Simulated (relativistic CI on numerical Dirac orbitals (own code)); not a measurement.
# One change at a time: Br XXIX

Base calculation: Dirac-Coulomb-Breit CI, separate exchange-only KLI orbitals for each configuration, a model potential for QED, unscaled Slater integrals.

Configurations in the expansion (outside the closed core 1s2): 2s2 2p3, 2s 2p4, 2p5, 2p4 3s, 2p4 3p, 2p4 3d, 2s2 2p2 3s, 2s2 2p2 3p, 2s2 2p2 3d, 2s 2p3 3s, 2s 2p3 3p, 2s 2p3 3d, 2s2 2p2 4s, 2s2 2p2 4p, 2s2 2p2 4d, 2s2 2p2 4f. Levels of other configurations are missing.

Variants: (1) P86 correlation estimate; (2) non-relativistic limit. Shifts of the energy above 2s2 2p3 4S°_3/2, in eV, for the lowest level and the first level of each name with at least 55 % of one term (blank where a level changes its place among those of its configuration and J or its character, or is not in the variant):

| Level | Base | Δ(1) | Δ(2) |
| --- | --- | --- | --- |
| 2s2 2p3 4S°_3/2 | 0.00 | 0.00 | 0.00 |
| 2s2 2p3 2D°_5/2 | 54.37 | 0.00 | -27.09 |
| 2s2 2p3 2P°_1/2 | 70.20 | 0.00 | -29.72 |
| 2s2 2p3 2P°_3/2 | 110.36 | 0.00 | -69.88 |
| 2s 2p4 4P_5/2 | 161.95 | +0.34 | -42.58 |
| 2s 2p4 4P_3/2 | 191.10 | +0.34 | -71.72 |
| 2s 2p4 4P_1/2 | 192.99 | +0.34 | -73.61 |
| 2s 2p4 2D_3/2 | 227.63 | +0.34 | -63.92 |
| 2s 2p4 2D_5/2 | 240.46 | +0.34 | -76.75 |
| 2s 2p4 2P_3/2 | 270.49 | +0.34 | -71.92 |
| 2p5 2P°_3/2 | 405.75 | +0.57 | -92.61 |
| 2p5 2P°_1/2 | 456.20 | +0.57 | -143.07 |
| 2s2 2p2 3s 4P_1/2 | 1765.23 | +1.27 | +27.22 |
| 2s2 2p2 3s 4P_3/2 | 1806.15 | +1.27 | -13.69 |
| 2s2 2p2 3s 2P_1/2 | 1810.98 | +1.27 | -10.17 |
| 2s2 2p2 3p 2P°_1/2 | 1886.64 | +1.46 | -45.55 |
| 2s2 2p2 3s 2S_1/2 | 1890.14 | +1.27 | -57.04 |
| 2s 2p3 3s 6S°_5/2 | 1897.75 | +1.57 | -53.45 |
| 2s2 2p2 3d 4D_1/2 | 1904.96 | +1.11 | -29.70 |
| 2s2 2p2 3d 4F_7/2 | 1905.96 | +1.11 | -34.85 |
| 2s2 2p2 3d 4F_9/2 | 1916.06 | +1.11 | -44.95 |
| 2s2 2p2 3d 4P_1/2 | 1924.14 | +1.11 |  |

At this charge energies of transitions that change n are usually good to better than 1 %, and those within a shell (Δn = 0) to a few per cent.

Ionisation energy from the two ground configurations alone: base 3168.33 eV; P86 correlation estimate 3169.93 eV. The NIST ASD value (semi-empirical) is 3169 eV.

LS names give the leading component of a level, which can be under half, so a name can repeat, a term be missing and a line seem to break the LS rules.
